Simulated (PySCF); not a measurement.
Symmetry of computed structures. Level of theory: PBE0/pcSseg-1 in PySCF (dipole) on a GFN2-xTB geometry, gas phase. The symmetry is that of the one conformer found, every atom within 0.08 Å of its image; none is proved a minimum here.

Question: Point group, rotor type and polarity of `[cH:1]1[cH:2][n:3][s:4][n:5]1`?

Answer: C2v; asymmetric top; symmetry number 2; 4 operations, which sort the 7 atoms into 4 sets; dipole 1.46 D, along a, the twofold axis; A, B, C = 8915, 6254, 3676 MHz; heavy atoms equivalent by symmetry: C1/C2, N3/N5.

Question: `[CH3:1][S:2][c:3]1[cH:4][cH:5][nH:6][cH:7]1` with C1–S2–C3–C4 180°, H–C1–S2–C3 -61° (nearest H): symmetry, top, dipole?

Answer: Cs; asymmetric top; symmetry number 1; 2 operations, which sort the 14 atoms into 13 sets; dipole 3.21 D, in the ab plane, which is the mirror; A, B, C = 5799, 1504, 1204 MHz; heavy atoms equivalent by symmetry: none.

Question: What symmetry has `[CH3:1][S:2](=[O:3])(=[O:4])[O:5][c:6]1[cH:7][cH:8][cH:9][cH:10][cH:11]1` with C1–S2–O5–C6 180°, S2–O5–C6–C7 180°?

Answer: Cs; near-prolate asymmetric top; symmetry number 1; 2 operations, which sort the 19 atoms into 17 sets; dipole 2.89 D, in the ab plane, which is the mirror.
